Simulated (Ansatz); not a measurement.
The cluster Ca₃⁺ (the lowest doublet isomer of a short search) was relaxed with PBE0 (def2-TZVP) in Ansatz in these states: charge +1 doublet, charge +1 quartet. The geometries follow in no particular order.

A:

Cartesian coordinates in Å:
```
Ca 1.925 -0.475 0.504
Ca -1.272 -1.457 -0.666
Ca -0.653 1.932 0.162
```

B:

Cartesian coordinates in Å:
```
Ca -0.145 -2.113 -1.108
Ca 0.297 0.503 2.318
Ca -0.152 1.610 -1.210
```

Task: Judge from the bond lengths which geometry belongs to which state (an estimate).

Result: A is the charge +1 quartet (Ca1–Ca3 3.543 Å, Ca2–Ca3 3.543 Å); B is the charge +1 doublet (Ca1–Ca3 3.725 Å, Ca2–Ca3 3.725 Å).

At PBE0/def2-TZVP a doublet lies 0.39 eV below the charge +1 quartet. These are the stationary points nearest to one start from a short search; other shapes may lie lower in each state.
